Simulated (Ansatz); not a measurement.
One change: `CCNCF` becomes `FC[NH][AlH][SH]`.

Ansatz, PBE0-D4/def2-TZVP geometries, multiplicity 1. Each molecule was computed in one conformer, which needn't be the lowest.

```tsv
property	`CCNCF`
HOMO energy (PBE/def2-TZVPP) / eV	-5.77
HOMO energy (PBE0/def2-TZVPP) / eV	-7.22
LUMO energy (PBE0/def2-TZVPP) / eV	1.16
HOMO–LUMO gap (PBE/def2-TZVPP) / eV	6.11
HOMO energy (B3LYP/def2-TZVPP) / eV	-7.00
HOMO–LUMO gap (PBE0/def2-TZVPP) / eV	8.38
```

Q: Give the same properties after the change, and the shifts. (Estimate.)

A: The calculation gave: 
| property | `FC[NH][AlH][SH]` | shift |
| --- | --- | --- |
| HOMO energy (PBE/def2-TZVPP) / eV | -6.37 | -0.60 |
| HOMO energy (PBE0/def2-TZVPP) / eV | -7.64 | -0.42 |
| LUMO energy (PBE0/def2-TZVPP) / eV | -0.66 | -1.82 |
| HOMO–LUMO gap (PBE/def2-TZVPP) / eV | 4.96 | -1.15 |
| HOMO energy (B3LYP/def2-TZVPP) / eV | -7.38 | -0.38 |
| HOMO–LUMO gap (PBE0/def2-TZVPP) / eV | 6.98 | -1.40 |

With PBE0 the HOMO falls by 0.42 eV and the LUMO falls by 1.82 eV, so the gap narrows by about 1.40 eV. PBE moves the HOMO by -0.60 eV and ωB97M-V by -0.25 eV.

B3LYP here is the variant with VWN-RPA as its local correlation; programs differ in this.
